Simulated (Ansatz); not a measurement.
Gas-phase electronic energies from Ansatz, PBE0-D4/def2-TZVP geometries. CCSD(T)/CBS adds triple-zeta CCSD(T) − MP2 to the extrapolated MP2 energy (def2 sets, frozen cores). This one scheme is used for every species. def2 core potentials past Kr. For Te outer-core shells are correlated without core-valence functions, which leaves a few kJ/mol of doubt a bond. Each species was taken in one conformer, which may not be the lowest.

Reaction (formal hydrolysis of a C–Te bond): `O=C=C[TeH]` + H₂O → `O=C=CO` + H₂Te

`O=C=C[TeH]`:

Cartesian coordinates in Å:
```
O 1.471 -1.182 1.347
C 0.541 -0.682 0.879
C -0.493 -0.093 0.335
Te -0.065 1.601 -0.802
H -1.498 -0.448 0.501
H 0.043 0.803 -2.260
```

H₂O:

Z-matrix (Å, degrees):
```
O
H 1 0.960
H 1 0.960 2 105.1
```

`O=C=CO`:

Cartesian coordinates in Å:
```
O -1.507 -1.518 -0.677
C -0.663 -0.839 -0.267
C 0.309 -0.089 0.211
O 0.652 1.095 -0.411
H 0.901 -0.475 1.034
H 0.308 1.826 0.111
```

H₂Te:

Z-matrix (Å, degrees):
```
Te
H 1 1.656
H 1 1.656 2 90.4
```

```csv
species,CCSD(T)/CBS(def2) energy (Eh)
`O=C=C[TeH]`,-420.15634
H₂O,-76.37941
`O=C=CO`,-227.58142
H₂Te,-268.91024
```

(1) Work out ΔE.

Largest T1 diagnostic among the species: 0.016.

Results:

(1) ΔE = (-227.58142) + (-268.91024) − (-420.15634) − (-76.37941) = 0.04409 Eh = +27.7 kcal/mol.

In def2-TZVPP, CCSD(T) changes the Hartree–Fock value by +3.7 kcal/mol (the triples alone add +0.9 kcal/mol) and MP2 by +8.0 kcal/mol. The D4 term adds +1.6 kcal/mol with B3LYP and +0.8 kcal/mol with PBE0; it sums over pairs of atoms, weighted by their polarisabilities, and B3LYP, whose exchange is more repulsive, gets the larger term.

B3LYP here is the variant with VWN-RPA as its local correlation; programs differ in this.
